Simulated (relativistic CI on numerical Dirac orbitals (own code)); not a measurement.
Ir²⁺: what numerical and physical settings do to a radial Dirac CI calculation

Reference input:

```
atom Ir  Z=77  charge=2  electrons=75
nucleus A=193  rms_radius_fm=5.4032
hamiltonian dirac-coulomb  breit=on  qed=on  c_scale=1
orbitals kli  potential=per-configuration
slater_scale 1
correlation none
mixing on
grid step=0.0125 r_max=86.5
scf mixing=0.4 start=green max_iterations=150 tolerance=2e-08 node_fill=0.05
configurations
  [Xe] 4f14 5d7
  [Xe] 4f14 5d6 6s
end
```

Computed lowest total energy -17812.70174 Ha, first excitation 6512.4 cm⁻¹, 25 SCF steps. Runs with settings changed; * marks those that are bad on purpose (the QED terms keep the true α when c is scaled):

| Changed | Outcome | Lowest level | ΔE (Ha) | First excitation (cm⁻¹) | SCF steps | Message |
| --- | --- | --- | --- | --- | --- | --- |
| QED terms off, SCF tolerance 1e-05 | converged | 5d⁷ ⁴F9/2 | -13.5 | 6489.3 | 20 |  |
| SCF tolerance 1e-06 | converged | 5d⁷ ⁴F9/2 | -7.75e-09 | 6512.4 | 22 |  |
| speed of light × 2 | converged | 5d⁷ ⁴F9/2 | 791 | 1526.4 | 25 |  |
| SCF tolerance 1e-05 | converged | 5d⁷ ⁴F9/2 | 4.85e-07 | 6512.4 | 20 |  |
| SCF mixing 0.001 * | converged | 5d⁷ ⁴F9/2 | 2.44e-09 | 6512.4 | 49 |  |
| grid step 0.3 * | not converged |  |  |  | 44 | SCF of 1s2 2s2 2p6 3s2 3p6 3d10 4s2 4p6 4d10 4f14 5s2 5p6 5d6 6s stopped: an orbital could not be found |

With so few configurations and no correlation, terms lie too far apart (by 10 to 50 % near neutrality), their order can be wrong, and levels of other configurations are missing.
